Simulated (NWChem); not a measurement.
System: BBr₂ cation

Input file for NWChem:

```
start job
memory heap 200 mb stack 900 mb global 1100 mb
charge 1
geometry units angstroms noautosym nocenter noautoz
  Br    -1.772951    -0.023096     0.020274
  B     -0.000003     0.000439    -0.000000
  Br     1.772953     0.023363    -0.020275
end
basis spherical
  Br library pcsseg-1
  B library pcsseg-1
end
dft
  xc kt2
  iterations 150
end
property
  shielding 2 1 2
  efieldgrad
end
task dft property
```

Output (shortened):

```
             Northwest Computational Chemistry Package (NWChem) 7.3.0
             --------------------------------------------------------

                             Geometry "geometry" -> ""
                             -------------------------

 Output coordinates in angstroms (scale by  1.889725989 to convert to a.u.)

  No.       Tag          Charge          X              Y              Z
 ---- ---------------- ---------- -------------- -------------- --------------
    1 Br                  35.0000    -1.77295100    -0.02309600     0.02027400
    2 B                    5.0000    -0.00000300     0.00043900     0.00000000
    3 Br                  35.0000     1.77295300     0.02336300    -0.02027500

 Effective nuclear repulsion energy (a.u.)     287.2362571199

                              NWChem Property Module
                              ----------------------

  itol2e modified to match energy
  convergence criterion.

                                 NWChem DFT Module
                                 -----------------

 Summary of "ao basis" -> "ao basis" (spherical)
 ------------------------------------------------------------------------------
       Tag                 Description            Shells   Functions and Types
 ---------------- ------------------------------  ------  ---------------------
 Br                         pcsseg-1                15       41   5s7p3d
 B                          pcsseg-1                 7       17   3s3p1d

  itol2e modified to match energy
  convergence criterion.

            General Information
            -------------------
          SCF calculation type: DFT
          Wavefunction type:  closed shell.
          No. of atoms     :     3
          No. of electrons :    74
           Alpha electrons :    37
            Beta electrons :    37
          Charge           :     1
          Spin multiplicity:     1
          Use of symmetry is: off; symmetry adaption is: off
          Maximum number of iterations: 150
          AO basis - number of functions:    99
                     number of shells:    37
          Convergence on energy requested:  1.00D-07
          Convergence on density requested:  1.00D-05
          Convergence on gradient requested:  5.00D-04

              XC Information
              --------------
                          KT2 Method XC Functional
                        Slater Exchange Functional  1.072 local
                           KT1 gradient correction  1.000 non-local
            Perdew 1991 LDA Correlation Functional  0.577 local

             Grid Information
             ----------------
          Grid used for XC integration:  fine
          Radial quadrature: Mura-Knowles
          Angular quadrature: Lebedev.
          Tag              B.-S. Rad. Rad. Pts. Rad. Cut. Ang. Pts.
          ---              ---------- --------- --------- ---------
          Br                  1.15      140          10.0       974
          B                   0.85       70           7.0       590
          Grid pruning is: on
          Number of quadrature shells:   350
          Spatial weights used:  Erf1

      Superposition of Atomic Density Guess
      -------------------------------------

 Sum of atomic energies:       -5168.72786561

 Renormalizing density from      75.00 to     74

      Non-variational initial energy
      ------------------------------

 Total energy =   -5127.366744
 1-e energy   =   -7666.280574
 2-e energy   =    2251.677573
 HOMO         =      -0.756239
 LUMO         =      -0.278573

   convergence    iter        energy       DeltaE   RMS-Dens  Diis-err
 ---------------- ----- ----------------- --------- --------- ---------
 d= 0,ls=0.0,diis     1  -5192.0303037878 -5.48D+03  3.08D-02  8.46D+00
 d= 0,ls=0.0,diis     2  -5190.8416753687  1.19D+00  2.76D-02  1.68D+01
 d= 0,ls=0.0,diis     3  -5192.0599248607 -1.22D+00  1.15D-02  1.50D+00
 d= 0,ls=0.0,diis     4  -5192.3110440183 -2.51D-01  2.70D-03  2.34D-01
 d= 0,ls=0.0,diis     5  -5192.3477315512 -3.67D-02  5.10D-04  5.70D-03
  Resetting Diis
 d= 0,ls=0.0,diis     6  -5192.3484062059 -6.75D-04  1.11D-04  2.42D-04
 d= 0,ls=0.0,diis     7  -5192.3484445299 -3.83D-05  4.99D-05  5.68D-06
 d= 0,ls=0.0,diis     8  -5192.3484423243  2.21D-06  3.27D-05  2.34D-05
 d= 0,ls=0.0,diis     9  -5192.3484450282 -2.70D-06  6.23D-06  6.65D-07
 d= 0,ls=0.0,diis    10  -5192.3484451312 -1.03D-07  1.17D-06  1.87D-08
 d= 0,ls=0.0,diis    11  -5192.3484451342 -2.93D-09  3.54D-08  5.37D-12

         Total DFT energy =    -5192.348445134170
      One electron energy =    -7756.221389371321
           Coulomb energy =     2483.493587035493
    Exchange-Corr. energy =     -206.856899918256
 Nuclear repulsion energy =      287.236257119913

 Numeric. integr. density =       74.000000048940

                       DFT Final Molecular Orbital Analysis
                       ------------------------------------

 Vector   35  Occ=2.000000D+00  E=-5.756953D-01
              MO Center=  8.9D-06,  2.2D-04,  1.1D-05, r^2= 3.4D+00
   Bfn.  Coefficient  Atom+Function         Bfn.  Coefficient  Atom+Function
  ----- ------------  ---------------      ----- ------------  ---------------
    23      0.317443  1 Br pz                81      0.317445  3 Br pz
    26      0.280580  1 Br pz                84      0.280581  3 Br pz
    50      0.222606  2 B  pz                22      0.146621  1 Br py
    80      0.146623  3 Br py                25      0.129595  1 Br py
    83      0.129596  3 Br py                17     -0.115348  1 Br pz

 Vector   36  Occ=2.000000D+00  E=-5.323361D-01
              MO Center= -7.4D-06,  1.5D-04, -9.1D-06, r^2= 4.4D+00
   Bfn.  Coefficient  Atom+Function         Bfn.  Coefficient  Atom+Function
  ----- ------------  ---------------      ----- ------------  ---------------
    23      0.345653  1 Br pz                81     -0.345653  3 Br pz
    26      0.336222  1 Br pz                84     -0.336222  3 Br pz
    22     -0.226034  1 Br py                80      0.226035  3 Br py
    25     -0.219866  1 Br py                83      0.219867  3 Br py
    17     -0.125711  1 Br pz                75      0.125711  3 Br pz

 Vector   37  Occ=2.000000D+00  E=-5.323361D-01
              MO Center= -7.3D-06,  1.6D-04,  8.3D-06, r^2= 4.4D+00
   Bfn.  Coefficient  Atom+Function         Bfn.  Coefficient  Atom+Function
  ----- ------------  ---------------      ----- ------------  ---------------
    22      0.345680  1 Br py                80     -0.345681  3 Br py
    25      0.336247  1 Br py                83     -0.336248  3 Br py
    23      0.226092  1 Br pz                81     -0.226089  3 Br pz
    26      0.219923  1 Br pz                84     -0.219920  3 Br pz
    16     -0.125720  1 Br py                74      0.125721  3 Br py

 Vector   38  Occ=0.000000D+00  E=-3.349805D-01
              MO Center= -8.0D-06,  7.8D-04,  1.5D-06, r^2= 2.9D+00
   Bfn.  Coefficient  Atom+Function         Bfn.  Coefficient  Atom+Function
  ----- ------------  ---------------      ----- ------------  ---------------
    49      0.543138  2 B  py                52      0.402020  2 B  py
    25     -0.355060  1 Br py                83     -0.355053  3 Br py
    22     -0.240938  1 Br py                80     -0.240933  3 Br py
    46      0.212230  2 B  py                37      0.101114  1 Br d -2
    95     -0.101114  3 Br d -2              16      0.089693  1 Br py

[...]

          -----------------------------------------
          Chemical Shielding Tensors (GIAO, in ppm)
          -----------------------------------------

                                NWChem CPHF Module
                                ------------------

  scftype          =     RHF
  nclosed          =       37
  nopen            =        0
  variables        =     2294
  # of vectors     =        3
  tolerance        = 0.10D-03
  level shift      = 0.00D+00
  max iterations   =       50
  max subspace     =       30

 SCF residual:    3.1108727201539676E-006

Iterative solution of linear equations
  No. of variables     2294
  No. of equations        3
  Maximum subspace       30
        Iterations       50
       Convergence  1.0D-04

   iter   nsub   residual    time
   ----  ------  --------  ---------
     1      3    4.53D-06      21.9

      Atom:    1  Br
        Diamagnetic
   3130.9841      0.1466     -0.1259
      0.1466   3119.9731     -0.0017
     -0.1259     -0.0017   3119.9726

        Paramagnetic
     -0.4558     19.7379    -17.1759
     19.7379  -1502.1956     -0.2257
    -17.1759     -0.2257  -1502.2587

        Total Shielding Tensor
   3130.5283     19.8845    -17.3019
     19.8845   1617.7775     -0.2274
    -17.3019     -0.2274   1617.7139

           isotropic =    2122.0066
          anisotropy =    1513.4714

          Principal Components and Axis System
                 1           2           3
             3130.9875   1617.5161   1617.5161

      1         0.9998     -0.0125      0.0121
      2         0.0131      0.9986     -0.0513
      3        -0.0114      0.0515      0.9986

      Atom:    2  B
        Diamagnetic
    230.5276      0.5241     -0.4575
      0.5241    190.5302     -0.0060
     -0.4575     -0.0060    190.5285

        Paramagnetic
     -0.0691      2.9928     -2.6121
      2.9928   -228.4497     -0.0342
     -2.6121     -0.0342   -228.4590

        Total Shielding Tensor
    230.4585      3.5169     -3.0696
      3.5169    -37.9195     -0.0402
     -3.0696     -0.0402    -37.9305

           isotropic =      51.5362
          anisotropy =     268.5053

          Principal Components and Axis System
                 1           2           3
              230.5397    -37.9656    -37.9656

      1         0.9998      0.0112     -0.0133
      2         0.0131      0.0189      0.9997
      3        -0.0114      0.9998     -0.0188
```

Level: KT2/pcSseg-1, GIAO. Structure relaxed at the B3LYP/6-31G* (spherical d) level. NWChem prints the field gradient with the sign opposite to the second derivative of the potential. The printed shielding anisotropy is the first printed principal value minus the mean of the other two.
